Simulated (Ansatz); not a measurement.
Gas-phase electronic energies from Ansatz, PBE0-D4/def2-TZVP geometries. CCSD(T)/CBS adds triple-zeta CCSD(T) − MP2 to the extrapolated MP2 energy (def2 sets, frozen cores). This one scheme is used for every species. Functionals use def2-TZVPP. HSE06 is defined as in plane-wave codes. One conformer a species, not always the lowest.

`N[SiH2]C[SiH3]` + H–F → `N[SiH2]CF` + SiH₄  (substitution at a C–Si bond)

| level | ΔE (kJ/mol) | difference from CCSD(T)/CBS |
| --- | --- | --- |
| LDA (SPW92) | 111.4 | -10.9 |
| PBE-D4 | 108.7 | -13.6 |
| HSE06-D4 | 115.6 | -6.7 |
| B2PLYP | 105.2 | -17.1 |
| revPBE | 98.4 | -23.9 |
| BLYP | 84.3 | -38.0 |
| r2SCANh | 110.7 | -11.6 |
| r2SCAN0 | 114.1 | -8.2 |
| CAM-B3LYP | 94.2 | -28.1 |
| LC-ωPBE | 110.0 | -12.3 |
| RPA@PBE/def2-TZVPP | 104.5 | -17.8 |
| HF/def2-SVP | 79.5 | -42.8 |
| SCS-MP2/def2-TZVPP | 116.7 | -5.6 |
| CCSD(T)/def2-TZVPP | 116.9 | -5.4 |
| HF/CBS(def2) | 90.0 | -32.3 |
| MP2/CBS(def2) | 136.5 | 14.2 |
| CCSD(T)/CBS | 122.3 | 0 |

Largest T1 diagnostic among the species: 0.011.

In def2-TZVPP, CCSD(T) changes the Hartree–Fock value by +27.5 kJ/mol (the triples alone add +2.7 kJ/mol) and MP2 by +41.7 kJ/mol. From PBE to PBE0 (25 % exact exchange), in def2-TZVPP and without D4, ΔE moves by +7.6 kJ/mol.

CCSD(T)/CBS has its own doubt, a few kJ/mol and more with outer-core shells, so smaller differences from it don't rank the levels.
